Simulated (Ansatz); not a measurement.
Job for Ansatz (an electronic-structure program): SC-NEVPT2 on CASSCF(4,4)/cc-pVTZ on CH3N (SMILES C=N), a point of a bond scan (R = 3.411 Å).

Ansatz 0.2 input:
```yaml
crystal:
  periodic: [false, false, false]
  atoms:
    - {symbol: C, position_ang: [-0.55740008, 0.17855308, 0.01045098]}
    - {symbol: N, position_ang: [2.57575636, -1.16732429, -0.05019410]}
    - {symbol: H, position_ang: [-1.41804796, -0.49076045, 0.02134142]}
    - {symbol: H, position_ang: [-0.77858901, 1.25082695, 0.02015765]}
    - {symbol: H, position_ang: [3.29256792, -0.43934914, -0.05831780]}
basis:
  gaussian:
    orbitals: cc-pVTZ
    pivot_positions_ang: [[-0.55740008, 0.17855308, 0.01045098], [2.57575636, -1.16732429, -0.05019410], [-1.41804796, -0.49076045, 0.02134142], [-0.77858901, 1.25082695, 0.02015765], [3.29256792, -0.43934914, -0.05831780]]
magnetization: {spin_polarized: false}
correlation: {method: sc_nevpt2, electrons: outside_noble_gas, active_space: {window: {electrons: 4, orbitals: 4}}}
output: {orbitals: {seedname: ./end}}
```

Output:

```
WARN ansatz: RAYON_NUM_THREADS=2 ignored (pool sized by the plan → 2); use --threads N
Functional definition: HF
integrals: 0.04 GiB planned
686 factors; integrals over basis functions are off by at most 2.5e-4 eV
mean field: 0.15 GiB planned
mean field evaluation 1: about -2530.0149 eV, gradient 6.6e1 eV
mean field evaluation 2: about -2530.0146 eV, gradient 6.6e1 eV
mean field evaluation 4: about -2549.2309 eV, gradient 1.7e1 eV
mean field evaluation 8: about -2551.4813 eV, gradient 1.6e-1 eV
mean field evaluation 16: about -2551.2407 eV, gradient 1.9e-2 eV
mean field evaluation 32: about -2551.4350 eV, gradient 1.7e0 eV
mean field evaluation 64: about -2551.2403 eV, gradient 2.4e-2 eV
mean field -2551.48101499 eV, -93.7651978450 hartree, gradient 1.3e-6 eV, S^2 0.000000; 7 other end points of the search recorded, 0 dependent functions left out; unrestricted orbitals would lower it
reference -2551.48101499 eV, -93.7651978450 hartree; 8, 8 occupied and 94, 94 virtual orbitals, 686 factors
configuration interaction: 0.11 GiB planned
configuration interaction: 0.00 GiB planned
state -2555.22571589 eV, -93.9028130647 hartree
state -2555.22571589 eV, -93.9028130647 hartree; corrected -2562.49900203 eV, -94.1701014005 hartree
Total energy: -2562.49900203 eV, -94.1701014005 hartree
```

The calculation finished and met its thresholds.

Cost: about 4 core-seconds (a rough figure).
